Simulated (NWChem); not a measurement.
**Basis-set dependence for CuI**

```
Cu
I 1 2.3719
```
Charge 0, spin multiplicity 1.

Everything below was run with NWChem. The geometry was optimised at PBE/def2-SVP with def2 effective core potentials on I, a minimum by its harmonic frequencies.

Hartree-Fock energies in Ha, correlation energies in mHa.

Effective core potentials replace the inner electrons of I; spin-orbit coupling is left out. The correlated methods keep 13 core orbitals frozen. The structure started from a generated list of species. No row is a measurement; the coupled-cluster row has its own basis-set and correlation limits.

```csv
basis,functions,RHF,MP2,SCS-MP2,CCSD,CCSD+T(CCSD),CCSD(T),CR-CCSD[T],CR-CCSD(T)
def2-SVP,57,-1935.41608,-414.2,-367.0,-387.5,-405.7,-401.7,-401.3,-398.3
def2-TZVP,95,-1935.65537,-910.6,-799.0,-826.5,-853.4,-848.7,-846.2,-842.8
def2-QZVP,166,-1935.69803,-1179.2,-1038.3,not run,not run,not run,not run,not run
```

From def2-TZVP to def2-QZVP the Hartree-Fock energy moves by -42.7 mHa and the MP2 correlation energy by -268.6 mHa, which is 23 % of its value in the larger set.
